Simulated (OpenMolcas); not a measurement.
Multiplet structure of Ge

```
Program             : OpenMolcas
Method              : CASSCF
Basis               : ANO-RCC-VTZP [6s5p3d1f]
Scalar Hamiltonian  : DKH2, point nucleus
Active space        : 2 electrons in 3 orbitals (4p)
State averaging     : 2S+1 = 3 even, 3 roots; 2S+1 = 1 even, 6 roots
Spin-orbit coupling : state interaction with AMFI integrals over the reference wave functions, term energies averaged over their components
```

Spin-free terms above the lowest, with the occupations of the reference:

| Configuration | Term | E (cm⁻¹) | Occupations |
| --- | --- | --- | --- |
| 4s² 4p² | ³P | 0.0 | 4p 2.00 |
| 4s² 4p² | ¹D | 8591 | 4p 2.00 |
| 4s² 4p² | ¹S | 21292 | 4p 2.00 |

With spin-orbit coupling, above the lowest level:

```
Configuration  Term  J  E (cm⁻¹)  Measured (cm⁻¹)      g  Term weight %
      4s² 4p²    ³P  0       0.0              0.0                   100
      4s² 4p²    ³P  1       475              557  1.501            100
      4s² 4p²    ³P  2      1261             1410  1.499            100
      4s² 4p²    ¹D  2      9520             7125  1.002            100
      4s² 4p²    ¹S  0     22241            16367                   100
```

Against the 4 measured excited levels shown (NIST Handbook of Basic Atomic Spectroscopic Data) the mean absolute deviation is 2100 cm-1; the largest miss in energy is 4s² 4p² ¹S₀: computed 22241, measured 16367 cm⁻¹ (+35.9 %).

Spin-orbit coupling puts the lowest level 888 cm⁻¹ below the lowest spin-free term.

For ³P the intervals divided by the larger J are 474.6, 393.4 cm-1. Landé's interval rule makes them equal in pure LS coupling; they differ by 19 % of their mean. The multiplet is regular.

Without dynamic correlation excited terms often stand tens of per cent too high (terms of higher spin than the ground term too low), and those without a measured partner can miss by more than the paired ones. With the s shell closed, the reference lacks s² → p² mixing. Measured partners are found by configuration, term and J. A level has none where our copy of the source lacks it or the pairing is in doubt (some pairs that miss far off the trend of their configuration count as doubtful), and it then counts in no deviation. Only configurations of the active space appear.

The term weight is that of the spin-free term in the level, not the purity of its configuration.
